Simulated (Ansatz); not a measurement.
`CSB(Cl)Cl` + H–F → `FB(Cl)Cl` + CH₃SH at 500 K and 1 bar (ligand exchange at a B–S bond).

Calculated with Ansatz (gas phase, PBE0-D4/def2-TZVP geometries, no zero-point term in ΔE). CCSD(T)/CBS is the MP2 limit (def2-TZVPP, def2-QZVPP) plus CCSD(T) − MP2 in def2-TZVPP, frozen cores. This one scheme is used for every species. One conformer a species, not always the lowest.

```json
{"species": "`CSB(Cl)Cl`", "CCSD(T)/CBS energy (Eh)": "-1382.09730", "H − E (kJ/mol)": "162.3", "S (J/(mol·K))": "402.9"}
{"species": "H–F", "CCSD(T)/CBS energy (Eh)": "-100.39570", "H − E (kJ/mol)": "39.4", "S (J/(mol·K))": "188.7"}
{"species": "`FB(Cl)Cl`", "CCSD(T)/CBS energy (Eh)": "-1044.28221", "H − E (kJ/mol)": "50.6", "S (J/(mol·K))": "320.5"}
{"species": "CH₃SH", "CCSD(T)/CBS energy (Eh)": "-438.22835", "H − E (kJ/mol)": "145.1", "S (J/(mol·K))": "283.7"}
```

H − E and S are ideal-gas, rigid-rotor, harmonic terms from PBE0-D4/def2-TZVP, for one conformer and one mirror image of each species. 1 Eh = 2625.50 kJ/mol, R = 8.31446 J/(mol·K).

**Question.** By hand: ΔE, ΔH, ΔS and ΔG.

**Answer.** ΔE = (-1044.28221) + (-438.22835) − (-1382.09730) − (-100.39570) = -0.01756 Eh = -46.1 kJ/mol. Δ(H − E) = 50.6 + 145.1 − 162.3 − 39.4 = -6.0, so ΔH = -52.1 kJ/mol. ΔS = 320.5 + 283.7 − 402.9 − 188.7 = 12.6 J/(mol·K). ΔG = -52.1 − 500 × (12.6)/1000 = -58.4 kJ/mol.

**Question.** By hand: the equilibrium constant, and the temperature at which ΔG would vanish if ΔH and ΔS stayed fixed.

**Answer.** log₁₀ K = −ΔG/(RT ln 10) = 6.1. ΔH and −TΔS have one sign here, so there is no such temperature.

The number of gas molecules stays the same, so ΔS is small and ΔH decides. A doubt of 5 kJ/mol in ΔE shifts log₁₀ K by 0.5 here. Other conformers and mirror images would add mixing entropy, several J/(mol·K) or more a flexible species. These are equilibria of isolated gas molecules and say nothing of rates. Largest T1 diagnostic: 0.012 (customary marks: 0.02 for closed shells, 0.045 for open ones).

ΔS is within the doubt of such terms, so its sign, and with it that verdict, could turn.
